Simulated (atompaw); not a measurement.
**Plane-wave convergence, PAW (atompaw) potential for Ge (Z = 32)**

- Element: Ge
- Generator: atompaw 4.2.0.5
- Type: PAW
- Functional: PBE
- Relativity: scalar-relativistic
- Frozen core: [Ne]
- Valence charge: 22
- Reference configuration: 3s2 3p6 3d10 4s2 4p0 (charge +2)
- Partial waves: 3s (bound): rc 1.00 bohr; 4s (bound): rc 1.00 bohr; 3p (bound): rc 0.70 bohr; 4p (bound, empty): rc 1.00 bohr; 3d (bound): rc 0.65 bohr; 3d channel at -2.35 Ry: rc 0.65 bohr
- Local potential: troulliermartins scheme with l = 3 at 1 Ry, radius 1.00 bohr
- Core correction: smooth core density matched at 0.70 bohr
- Augmentation charge: sinc compensation charge, radius 1.00 bohr; PAW radius 1.00 bohr; waves and projectors: custom polynom gramschmidtortho

The pseudo-atom Hamiltonian at the reference potential is diagonalised in spherical Bessel functions j_l(qr) that vanish at 20 bohr, with q² up to the cutoff. All-electron valence levels (Ry): 3s -13.8503, 4s -2.1498, 3p -9.9644, 4p -1.4557, 3d -3.6157.

Q: How do the lowest levels (Ry) of each channel move with the cutoff, and are there ghosts?

A:

| cutoff (Ry) | s #1 | s #2 | s #3 | p #1 | p #2 | p #3 | d #1 | d #2 | f #1 | f #2 | Σ f·Δε (mRy) |
| --- | --- | --- | --- | --- | --- | --- | --- | --- | --- | --- | --- |
| 8 | -9.9414 | -1.5824 | -0.5699 | -2.0313 | -0.6533 | -0.3105 | -0.7917 | -0.3408 | -0.2872 | -0.1645 | 84787.3 |
| 18 | -12.8930 | -1.9884 | -0.6758 | -2.1616 | -0.6926 | -0.3233 | -0.9174 | -0.3799 | -0.2877 | -0.1650 | 76034.1 |
| 35 | -13.7754 | -2.1359 | -0.7119 | -4.0305 | -1.1586 | -0.4622 | -1.0881 | -0.4264 | -0.2878 | -0.1651 | 61053.0 |
| 55 | -13.8487 | -2.1494 | -0.7151 | -8.8077 | -1.4459 | -0.5272 | -1.3658 | -0.4839 | -0.2878 | -0.1651 | 29439.6 |
| 90 | -13.8498 | -2.1497 | -0.7152 | -9.9189 | -1.4552 | -0.5289 | -2.2446 | -0.5830 | -0.2878 | -0.1651 | 13981.2 |
| 140 | -13.8503 | -2.1498 | -0.7152 | -9.9633 | -1.4557 | -0.5290 | -3.3987 | -0.6476 | -0.2878 | -0.1651 | 2172.8 |
| 230 | -13.8503 | -2.1498 | -0.7152 | -9.9643 | -1.4557 | -0.5291 | -3.6108 | -0.6563 | -0.2878 | -0.1651 | 45.9 |
| 400 | -13.8503 | -2.1498 | -0.7152 | -9.9644 | -1.4557 | -0.5291 | -3.6153 | -0.6565 | -0.2878 | -0.1651 | 0.0 |

Result: no extra level below or beside the all-electron valence levels (s, p, d, f tested); 10 mRy is reached at over 300 Ry and 1 mRy at over 300 Ry.
